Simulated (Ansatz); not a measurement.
Cost and result for the atomization energy of H7NSi2Zn (`[SiH3][N]([SiH3])[ZnH]`) (11 atoms, 10 bonds).

```xyz
11

Si    0.595    0.420   -1.449
N    -0.203    0.119    0.045
Si    0.363   -0.985    1.236
Zn   -1.762    1.036    0.390
H    -0.176    1.458   -2.194
H     1.984    0.923   -1.254
H     0.678   -0.797   -2.305
H    -0.574   -0.947    2.397
H     0.417   -2.387    0.732
H     1.726   -0.635    1.727
H    -3.047    1.793    0.675
```

The species carries charge 0 and has multiplicity 1. For Zn the d shell is correlated and the shells below it are frozen. Scalar relativity is left out up to krypton. The structure was optimised at the PBE0-D4/def2-TZVP level. Program: Ansatz. All runs use 4 threads of an Arm Neoverse V2 on a shared host. Times are those of one run each, without the atoms' runs, and a repeat can differ threefold. Electronic energies, without spin–orbit coupling; frozen cores. CCSD(T)/CBS adds CCSD(T) − MP2 in def2-TZVPP to the MP2 limit, and its time is that of the two runs behind it. T1 = 0.015. With those shells the extrapolation isn't a true limit. B3LYP takes the VWN-RPA correlation (the form of Gaussian; ORCA's B3LYP/G).

CCSD(T)/CBS is a level of theory with its own doubt, some kJ/mol a heavy atom from the limit and from the frozen cores, so smaller differences don't rank the functionals.

```json
{"level": "LDA (SPW92)/def2-TZVPP", "functions": "277", "wall time": "1.5 s", "atomization (kcal/mol)": "827.1", "difference from CCSD(T)/CBS": "79.8", "per bond": "8.0"}
{"level": "PBE-D4/def2-TZVPP (with forces)", "functions": "277", "wall time": "3.3 s", "atomization (kcal/mol)": "736.0", "difference from CCSD(T)/CBS": "-11.3", "per bond": "-1.1"}
{"level": "PBE0-D4/def2-TZVPP", "functions": "277", "wall time": "4.3 s", "atomization (kcal/mol)": "733.6", "difference from CCSD(T)/CBS": "-13.7", "per bond": "-1.4"}
{"level": "BHLYP-D4/def2-TZVPP", "functions": "277", "wall time": "4.6 s", "atomization (kcal/mol)": "735.2", "difference from CCSD(T)/CBS": "-12.1", "per bond": "-1.2"}
{"level": "CCSD(T)/def2-SVP", "functions": "116", "wall time": "5.5 s", "atomization (kcal/mol)": "690.3", "difference from CCSD(T)/CBS": "-57.0", "per bond": "-5.7"}
{"level": "r2SCAN-D4/def2-TZVPP (with forces)", "functions": "277", "wall time": "6 s", "atomization (kcal/mol)": "745.3", "difference from CCSD(T)/CBS": "-2.0", "per bond": "-0.2"}
{"level": "B3LYP-D4/def2-TZVPP (with forces)", "functions": "277", "wall time": "6.5 s", "atomization (kcal/mol)": "743.4", "difference from CCSD(T)/CBS": "-3.9", "per bond": "-0.4"}
{"level": "r2SCANh-D4/def2-TZVPP", "functions": "277", "wall time": "6.5 s", "atomization (kcal/mol)": "742.3", "difference from CCSD(T)/CBS": "-5.0", "per bond": "-0.5"}
{"level": "B2PLYP/def2-TZVPP", "functions": "277", "wall time": "7 s", "atomization (kcal/mol)": "734.3", "difference from CCSD(T)/CBS": "-13.0", "per bond": "-1.3"}
{"level": "B97M-V/def2-TZVPP", "functions": "277", "wall time": "13 s", "atomization (kcal/mol)": "746.6", "difference from CCSD(T)/CBS": "-0.7", "per bond": "-0.1"}
{"level": "MP2/def2-QZVPP", "functions": "507", "wall time": "25 s", "atomization (kcal/mol)": "740.3", "difference from CCSD(T)/CBS": "-7.0", "per bond": "-0.7"}
{"level": "CCSD(T)/def2-TZVPP", "functions": "277", "wall time": "3.4 min", "atomization (kcal/mol)": "726.5", "difference from CCSD(T)/CBS": "-20.8", "per bond": "-2.1"}
{"level": "CCSD(T)/CBS(def2)", "functions": "–", "wall time": "3.8 min", "atomization (kcal/mol)": "747.3", "difference from CCSD(T)/CBS": "0.0", "per bond": "0.0"}
```

At CCSD(T), def2-SVP lies −57.0 kcal/mol from the extrapolated value and def2-TZVPP −20.8 kcal/mol: correlation converges slowly with the basis, and small sets miss more of it in the bonded molecule than in its fragments. From BLYP to BHLYP (50 % exact exchange), in def2-TZVPP and without D4, the atomization energy moves by +5.6 kcal/mol. Leaving LDA and LC-ωPBE aside and taking each functional with its dispersion term where it has one, the values, not all of them listed here, spread over 30.8 kcal/mol, from revPBE-D4 to ωB97X-V. LDA lies +97.7 kcal/mol from PBE without D4, its usual overbinding.
